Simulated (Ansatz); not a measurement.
Reactions of CH$_{7}$FGe$_{2}$, SMILES `[CH3][GeH]([F])[GeH3]`.

Program: Ansatz. Geometries: PBE0-D4/def2-TZVP. ΔE: electronic, gas phase. CCSD(T)/CBS adds triple-zeta CCSD(T) − MP2 to the extrapolated MP2 energy (def2 sets, frozen cores). This one scheme is used for every species. Functionals use def2-TZVPP. For Ge, Se outer-core shells are correlated without core-valence functions, which leaves a few kJ/mol of doubt a bond. Scalar relativity is left out up to krypton. One conformer a species, not always the lowest.

| reaction | MP2/CBS(def2) (kJ/mol) | ωB97X-V (kJ/mol) | CCSD(T)/CBS(def2) (kJ/mol) |
| --- | --- | --- | --- |
| `[CH3][GeH]([F])[GeH3]` + `[SiH3]S` → `[SiH3][S][GeH3]` + `[CH3][GeH2][F]` | -29 | -23 | -23 |
| `[CH3][GeH]([F])[GeH3]` + `B[SiH2]Cl` → `B[SiH2][GeH3]` + `[CH3][GeH]([F])[Cl]` | 11 | 8 | 9 |
| `[CH3][GeH]([F])[GeH3]` + H₂ → `[CH3][GeH2][GeH3]` + H–F | 40 | 47 | 37 |
| `[CH3][GeH]([F])[GeH3]` + `F[SiH2][SiH2]F` → `[CH3][GeH]([F])[SiH2]F` + `F[SiH2][GeH3]` | 0 | 0 | -1 |
| `[CH3][GeH]([F])[GeH3]` + HCl → `[F][GeH]([Cl])[GeH3]` + CH₄ | -90 | -93 | -88 |
| `[CH3][GeH]([F])[GeH3]` + `Cl[SiH](Cl)Cl` → `Cl[Si](Cl)(Cl)[GeH3]` + `[CH3][GeH2][F]` | 10 | 10 | 11 |
| `[CH3][GeH]([F])[GeH3]` + H₂O → `[OH][GeH]([F])[GeH3]` + CH₄ | -47 | -55 | -47 |
| `[CH3][GeH]([F])[GeH3]` + H₂Se → `[CH3][GeH]([F])[SeH]` + GeH₄ | -46 | -41 | -41 |

Largest T1 diagnostic: 0.013, for `B[SiH2][GeH3]`.
